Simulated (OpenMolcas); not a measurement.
Consider [Cu2(μ-Br)2(Cl)4]2-, a planar model complex in vacuum (2 bridging Br, bridge angle 96°, metal-metal distance 3.69 Å, Cu–Br 2.48 Å; typed geometry, not optimised).

```xyz
8

Cu    -1.8445     0.0000     0.0000
Cu     1.8445     0.0000     0.0000
Br     0.0000     1.6608     0.0000
Br     0.0000    -1.6608     0.0000
Cl    -3.4920     1.6476     0.0000
Cl    -3.4920    -1.6476     0.0000
Cl     3.4920     1.6476     0.0000
Cl     3.4920    -1.6476     0.0000
```

Problem. Give the energies of the total-spin states at CASSCF(2,2) on the singly occupied d orbitals (ANO-RCC-VDZP on Cu, Cl and ANO-RCC-VDZ on Br, scalar-relativistic DKH2, RICD, no spin-orbit coupling, OpenMolcas), and the exchange constant.

Solution. Local spins 1/2 and 1/2.

| total S | E (cm⁻¹) | natural occupations, lowest and highest |
|---|---|---|
| 1 | 0.0 | 1.000, 1.000 |
| 0 | 5.1 | 0.976, 1.024 |

J = 2.6 cm⁻¹ (ferromagnetic).

J is defined by H = −2J S1·S2, so negative values are antiferromagnetic. Wave-function values come from the highest and lowest total spin; broken-symmetry values use Yamaguchi's formula with the computed ⟨S²⟩. The active space holds the singly occupied metal orbitals alone, without bridging-ligand orbitals. No row is a measured value.
